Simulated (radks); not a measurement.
Q: The mean radii <r> (bohr) of the occupied orbitals of an atom or ion are listed with their occupations. Calculated with a radial shooting solver on a logarithmic mesh with Libxc functionals: scalar-relativistic Kohn-Sham, SCAN, spin-polarised, spherical densities, finite nucleus; meta-GGA in the generalised Kohn-Sham scheme; Fermi nuclear charge, rms radius of each element as measured or else 0.836 A^(1/3) + 0.57 fm.

| orbital | occ. | <r> |
|---|---|---|
| 1s up | 1 | 0.03111 |
| 1s down | 1 | 0.03111 |
| 2s up | 1 | 0.1348 |
| 2s down | 1 | 0.1348 |
| 2p up | 3 | 0.1177 |
| 2p down | 3 | 0.1177 |
| 3s up | 1 | 0.3676 |
| 3s down | 1 | 0.3676 |
| 3p up | 3 | 0.3670 |
| 3p down | 3 | 0.3670 |
| 3d up | 5 | 0.3457 |
| 3d down | 5 | 0.3457 |
| 4s up | 1 | 0.9084 |
| 4s down | 1 | 0.9080 |
| 4p up | 3 | 0.9901 |
| 4p down | 3 | 0.9884 |
| 4d up | 5 | 1.292 |
| 4d down | 3 | 1.275 |
| 5s up | 1 | 2.683 |
| 5p up | 2 | 3.467 |

Name the element and its charge. Open shells, if any, are filled with parallel spins first.

A: Z = 47, silver, charge 0: Ag in [Kr] 4d8 5s1 5p2. The 1s radius gives Z: for a bare nucleus <r> = (2 gamma + 1)/(2Z) with gamma = sqrt(1 - (Z/c)^2), 0.03062 bohr for Z = 47, and screening makes it slightly larger (0.03111 here). The occupations add up to 47, and the charge is Z minus that.
